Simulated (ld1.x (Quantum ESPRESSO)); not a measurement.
## What one change does to a pseudopotential (ytterbium, RRKJ)

* Element: ytterbium
* Generator: ld1.x (Quantum ESPRESSO) 7.5
* Type: norm-conserving RRKJ (Kleinman–Bylander form)
* Functional: PBE
* Relativity: scalar-relativistic
* Frozen core: [Xe] 4f13
* Valence charge: 3
* Reference configuration: 5d1 6s1.5 6p0.5
* Partial waves: 6p (bound): rc 3.35 bohr; 5d (bound): rc 3.10 bohr; 6s (bound): rc 3.10 bohr
* Local potential: the s channel
* Core correction: a·sin(br)/r model core inside 2.25 bohr
* rho0: 0.005

All-electron outer shells of the reference configuration (PBE, scalar-relativistic, ld1.x):

```tsv
shell	level (eV)	outermost node (bohr)	outermost maximum (bohr)
5p	-31.75	0.62	1.22
4f	-10.34	–	0.48
6s	-5.01	1.44	3.08
5d	-2.42	0.70	1.85
6p	-1.67	1.75	4.27
```

Change: all radii but the core radius scaled by about 1.27 (s 3.94, p 4.24, d 3.94 bohr).

Cutoffs: the cutoffs (Ry, on a coarse ladder) from which the occupation-weighted sum of valence levels, in a spherical-Bessel basis at the reference potential, stays within 10 and 1 mRy of its value at 400 Ry; they do not see the model core or the augmentation charge, which bear on the density cutoff. Errors are all-electron minus pseudo energies relative to the spin-unpolarised reference configuration.

Question: How do hardness, ghosts and transferability respond?

Answer: The potential gets softer (12 Ry and 18 Ry → 8 Ry and 10 Ry); of the 7 tests that both files solve, the error grows in 4 and shrinks in 1 by more than 15 % and 0.3 meV (median size 15.7 → 31.2 meV); neither file shows a bound ghost. A larger radius leaves more room for a smooth pseudo-wave, so fewer plane waves are needed.

```csv
quantity,base,changed
"cutoff, loose",12 Ry,8 Ry
"cutoff, tight",18 Ry,10 Ry
loose cutoff by channel (10 mRy a level),"p 6 Ry, d 12 Ry, s 6 Ry","p 6 Ry, d 8 Ry, s 6 Ry"
bound ghosts,none,none
"error for 5d1 6s2 6p0, meV [ΔE -1.64 eV]",-0.7,-3.9
"error for 5d1 6s1 6p0, meV [ΔE 5.61 eV]",-4.8,-3.0
"error for 5d1 6s0 6p0, meV [ΔE 18.72 eV]",-43,-101
"error for 5d1 6s0 6p2, meV [ΔE 5.21 eV]",-18,-66
"error for 5d1 6s1.5 6p0, meV [ΔE 1.30 eV]",-1.5,-1.3
"error for 5d1 6s0 6p1, meV [ΔE 9.76 eV]",-16,-63
"error for 5d2 6s1 6p0, meV [ΔE 1.18 eV]",-28,+31
```
